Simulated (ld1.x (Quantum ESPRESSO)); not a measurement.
# Plane-wave convergence, TM potential for Zn

```
Element                 : Zn (Z = 30)
Generator               : ld1.x (Quantum ESPRESSO) 7.5
Type                    : norm-conserving Troullier–Martins (Kleinman–Bylander form)
Functional              : PBE
Relativity              : fully relativistic
Frozen core             : [Ne] 3s2
Valence charge          : 18
Reference configuration : 3p6 3d10 4s2 4p0
Partial waves           : 4s (bound): rc 1.80 bohr; 3p (bound): rc 0.85 bohr; 3d (bound): rc 1.35 bohr
Local potential         : all-electron potential smoothed inside 0.90 bohr (lloc = -2)
Core correction         : none
```

Open shells are filled in proportion to 2j + 1 (rel_dist='average').

The pseudo-atom Hamiltonian at the reference potential is diagonalised in spherical Bessel functions j_l(qr) that vanish at 20 bohr, with q² up to the cutoff. All-electron valence levels (Ry): 4s -0.4394, 3p1/2 -6.2799, 4p1/2 -0.0850, 3p3/2 -6.0546, 4p3/2 -0.0806, 3d3/2 -0.7610, 3d5/2 -0.7348.

Problem. How do the lowest levels (Ry) of each channel move with the cutoff, and are there ghosts?

Solution.

| cutoff (Ry) | s #1 | s #2 | p1/2 #1 | p1/2 #2 | p3/2 #1 | p3/2 #2 | d3/2 #1 | d3/2 #2 | d5/2 #1 | d5/2 #2 | f #1 | Σ f·Δε (mRy) |
| --- | --- | --- | --- | --- | --- | --- | --- | --- | --- | --- | --- | --- |
| 8 | -0.4301 | 0.0050 | -1.2854 | 0.0047 | -1.2792 | 0.0048 | 0.0655 | 0.1514 | 0.0655 | 0.1514 | 0.1145 | 37218.4 |
| 15 | -0.4568 | -0.2331 | -2.8229 | -0.0202 | -2.7942 | -0.0198 | 0.0654 | 0.1505 | 0.0654 | 0.1505 | 0.1145 | 28098.2 |
| 25 | -2.6687 | -0.4379 | -4.3803 | -0.0452 | -4.3049 | -0.0442 | 0.0652 | 0.1493 | 0.0652 | 0.1493 | 0.1145 | 18907.1 |
| 35 | -3.5506 | -0.4392 | -5.3682 | -0.0637 | -5.2404 | -0.0617 | 0.0650 | 0.1475 | 0.0650 | 0.1475 | 0.1145 | 13183.8 |
| 50 | -3.7959 | -0.4393 | -5.9999 | -0.0775 | -5.8178 | -0.0743 | 0.0631 | 0.1324 | 0.0631 | 0.1327 | 0.1145 | 9592.2 |
| 70 | -3.8110 | -0.4394 | -6.2388 | -0.0834 | -6.0230 | -0.0794 | -0.2518 | 0.0674 | -0.2400 | 0.0674 | 0.1145 | 5215.0 |
| 100 | -3.8114 | -0.4394 | -6.2768 | -0.0845 | -6.0512 | -0.0803 | -0.6853 | 0.0665 | -0.6620 | 0.0665 | 0.1145 | 760.4 |
| 140 | -3.8125 | -0.4394 | -6.2778 | -0.0845 | -6.0526 | -0.0803 | -0.7594 | 0.0664 | -0.7333 | 0.0664 | 0.1145 | 28.7 |
| 180 | -3.8126 | -0.4394 | -6.2795 | -0.0846 | -6.0545 | -0.0803 | -0.7606 | 0.0664 | -0.7344 | 0.0664 | 0.1145 | 6.6 |
| 260 | -3.8126 | -0.4394 | -6.2799 | -0.0846 | -6.0548 | -0.0803 | -0.7609 | 0.0664 | -0.7347 | 0.0664 | 0.1145 | 1.1 |
| 400 | -3.8126 | -0.4394 | -6.2799 | -0.0846 | -6.0548 | -0.0803 | -0.7610 | 0.0664 | -0.7348 | 0.0664 | 0.1145 | 0.0 |

Result: ghost state, extra bound levels that the all-electron valence spectrum of the same l lacks: s at -51.9 eV (a true bound ghost makes a file unfit for plane-wave use); 10 mRy is reached at 180 Ry and 1 mRy at 300 Ry.
